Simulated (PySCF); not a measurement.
C2H3ClF2Si, SMILES F/C=C\[Si@H](F)Cl. Geometry optimised at PBE-D3(BJ)/def2-SVP. The structure was generated by enumeration; whether it is a known compound was not checked. One conformer was computed; it need not be the lowest.

Question: Give the equilibrium geometry at PBE-D3(BJ)/def2-SVP (PySCF confirms it by a frequency run) as a Z-matrix. (The exact figures need the calculation; the answer reports its results.)

Answer: One answer among several that fit: 
```
C
C 1 1.3436
F 2 1.3416 1 122.66
H 1 1.1020 2 116.32 3 -179.73
H 2 1.1047 3 111.57 1 -180.00
Si 1 1.8549 4 119.62 2 179.18
F 6 1.6356 1 110.26 4 83.21
H 6 1.4899 7 107.67 1 -125.44
Cl 6 2.0709 8 109.56 7 116.02
```
